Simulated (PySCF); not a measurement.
Pivaloyl chloride, C5H9ClO.
Atom-mapped SMILES: `[CH3:1][C:2]([CH3:3])([CH3:4])[C:5](=[O:6])[Cl:7]` (hydrogens: H8, H9, H10 on C1; H11, H12, H13 on C3; H14, H15, H16 on C4)

Computed by this run: PySCF 2.14.0, PBE0-D3(BJ)/def2-SVP geometry optimisation, gas phase; density fitting, grid level 1; the optimiser is geomeTRIC in internal coordinates, started from a GFN2-xTB structure with every atom displaced at random (about 0.01 Å).

Step 2: E = -19880.4846 eV
```
atom  x, y, z in Å  |  force x, y, z in eV/Å
C1      0.1301    1.4002   -0.6379    0.010  -0.003  -0.035
C2     -0.0564    0.0395    0.0347   -0.215   0.062  -0.210
C3     -0.1501   -1.0687   -1.0273   -0.020   0.036  -0.035
C4      1.0954   -0.2420    0.9985    0.086  -0.028  -0.017
C5     -1.4010    0.0559    0.7566    0.104  -0.015   0.493
O6     -2.2814    0.8410    0.6833    0.194   0.081  -0.281
Cl7    -1.5963   -1.3403    1.8842   -0.118  -0.170  -0.007
H8      0.1916    2.2084    0.1058   -0.011  -0.007   0.005
H9      1.0638    1.3983   -1.2221   -0.035  -0.002   0.028
H10    -0.7031    1.6290   -1.3164   -0.015   0.002   0.000
H11     0.7815   -1.0913   -1.6125    0.011  -0.014   0.009
H12    -0.9842   -0.8808   -1.7220    0.036  -0.006   0.012
H13    -0.3000   -2.0547   -0.5661    0.014  -0.005   0.018
H14     1.1609    0.5276    1.7821   -0.005  -0.002   0.013
H15     0.9873   -1.2228    1.4814    0.021   0.046  -0.012
H16     2.0434   -0.2364    0.4360   -0.057   0.025   0.020
```

Step 3: E = -19880.4966 eV
```
atom  x, y, z in Å  |  force x, y, z in eV/Å
C1      0.1200    1.3983   -0.6336   -0.089  -0.004   0.012
C2     -0.0576    0.0346    0.0362   -0.064  -0.163  -0.097
C3     -0.1470   -1.0728   -1.0278    0.075   0.022   0.054
C4      1.1018   -0.2416    0.9929   -0.030  -0.028   0.060
C5     -1.3951    0.0496    0.7706    0.150   0.268   0.103
O6     -2.2309    0.8793    0.6660   -0.117  -0.134   0.088
Cl7    -1.6564   -1.3505    1.8842    0.005   0.058  -0.176
H8      0.1810    2.2040    0.1136   -0.020  -0.019  -0.015
H9      1.0495    1.4024   -1.2195    0.042  -0.014  -0.020
H10    -0.7189    1.6254   -1.3075    0.030  -0.003   0.028
H11     0.7862   -1.0882   -1.6113    0.002  -0.021   0.006
H12    -0.9794   -0.8951   -1.7235   -0.033   0.026  -0.018
H13    -0.2863   -2.0596   -0.5648    0.005  -0.014   0.010
H14     1.1660    0.5272    1.7777   -0.011  -0.005   0.010
H15     1.0041   -1.2236    1.4760   -0.001   0.026  -0.005
H16     2.0444   -0.2264    0.4288    0.056   0.005  -0.039
```

Step 4: E = -19880.5039 eV
```
atom  x, y, z in Å  |  force x, y, z in eV/Å
C1      0.1214    1.3984   -0.6371   -0.011  -0.002  -0.004
C2     -0.0554    0.0394    0.0397   -0.014  -0.008  -0.001
C3     -0.1502   -1.0731   -1.0163    0.014  -0.015   0.037
C4      1.1079   -0.2358    0.9935   -0.008   0.032   0.029
C5     -1.3865    0.0658    0.7832   -0.091  -0.122  -0.160
O6     -2.2367    0.8815    0.6892    0.057   0.076   0.110
Cl7    -1.6755   -1.3886    1.8120    0.046   0.024   0.012
H8      0.1851    2.2070    0.1056   -0.007   0.002  -0.004
H9      1.0499    1.3963   -1.2262    0.013   0.006  -0.007
H10    -0.7187    1.6236   -1.3085    0.001  -0.002   0.002
H11     0.7816   -1.0983   -1.6016    0.003   0.007   0.009
H12    -0.9846   -0.8949   -1.7108   -0.011   0.007  -0.008
H13    -0.2921   -2.0563   -0.5454    0.001   0.008  -0.012
H14     1.1757    0.5360    1.7752    0.000  -0.002   0.003
H15     1.0107   -1.2142    1.4816   -0.013  -0.014   0.003
H16     2.0489   -0.2239    0.4241    0.021   0.001  -0.008
```

Problem. Estimate the geometry and energy of step 5. (The exact step hangs on the optimiser's Hessian estimate; all steps are aligned on step 4, rigid shifts and turns removed.)

Solution. E = -19880.5082 eV, largest force 0.081 eV/Å
```
atom  x, y, z in Å  |  force x, y, z in eV/Å
C1      0.1197    1.3970   -0.6423   -0.007  -0.006   0.004
C2     -0.0578    0.0386    0.0355   -0.025  -0.002  -0.039
C3     -0.1482   -1.0749   -1.0187    0.030  -0.014   0.024
C4      1.1028   -0.2352    0.9942   -0.007   0.032   0.037
C5     -1.3853    0.0665    0.7831   -0.043  -0.050  -0.017
O6     -2.2223    0.8992    0.7263    0.062   0.039   0.035
Cl7    -1.6705   -1.3960    1.7997   -0.002  -0.017   0.006
H8      0.1790    2.2067    0.0994   -0.006   0.003   0.000
H9      1.0503    1.3957   -1.2283    0.006   0.006  -0.007
H10    -0.7187    1.6200   -1.3163   -0.003   0.001  -0.006
H11     0.7870   -1.0996   -1.5986   -0.003   0.003  -0.001
H12    -0.9795   -0.8980   -1.7173   -0.008   0.004  -0.008
H13    -0.2903   -2.0578   -0.5475   -0.004   0.007  -0.010
H14     1.1662    0.5371    1.7761    0.000  -0.001  -0.001
H15     1.0022   -1.2131    1.4830   -0.002  -0.006  -0.004
H16     2.0469   -0.2232    0.4298    0.013   0.002  -0.012
```

The energy changes by -0.0043 eV. The first-order estimate −F·Δx gives -0.0063 eV and the mean of the old and new forces, exact on a quadratic surface, -0.0047 eV. The step makes an angle of 65° with the force vector and moves no atom by more than 0.044 Å.

The cost below is that of the whole optimisation. Time: 2.2 min wall; peak memory 0.62 GiB. Hardware: an Arm Neoverse N1 with one thread, shared host.
